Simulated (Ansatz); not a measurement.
Species: BHCl2, charge 0, singlet. BHCl2 (dichloroborane, SMILES ClBCl).
B3LYP-D3(BJ)/def2-TZVP minimum from Ansatz (a program for electronic structure):
```
B
H 1 1.1816
Cl 1 1.7421 2 119.57
Cl 1 1.7421 2 119.57 3 -180.00
```
Charge 0, spin multiplicity 1.

Atomisation energy term by term, kcal/mol (programs: Ansatz). Radicals and triplets start from unrestricted determinants; spin-orbit coupling is neglected. Cores are frozen in correlated methods. Rows without X2C or -DK are non-relativistic. CBS(X,Y): correlation extrapolated as X^-3, Hartree-Fock from the larger set (Q,5: extrapolated as (X+1)exp(-9√X)). A bracket is a step between two methods taken in the basis named. 'core' is core correlation in cc-pwCVTZ (1s frozen past Ne), 'X2C' scalar relativity in cc-pVTZ-DK, both at CCSD(T). Where a partner has so few electrons that a lower coupled-cluster level is exact, that level stands in.

```csv
term,basis,kcal/mol
Hartree-Fock,"CBS(cc-pV(Q+d)Z,cc-pV(5+d)Z)",244.61
CCSD correlation,"CBS(cc-pV(Q+d)Z,cc-pV(5+d)Z)",61.94
(T),"CBS(cc-pV(Q+d)Z,cc-pV(5+d)Z)",6.82
CCSDT(Q) - CCSD(T),cc-pV(T+d)Z,0.03
core correlation,cc-pwCVTZ,1.53
scalar relativity,"X2C, cc-pVTZ-DK",-0.50
sum: De,,314.4
```

The step beyond CCSD(T) by other levels: CCSDT(Q) in cc-pV(D+d)Z 0.28 kcal/mol.
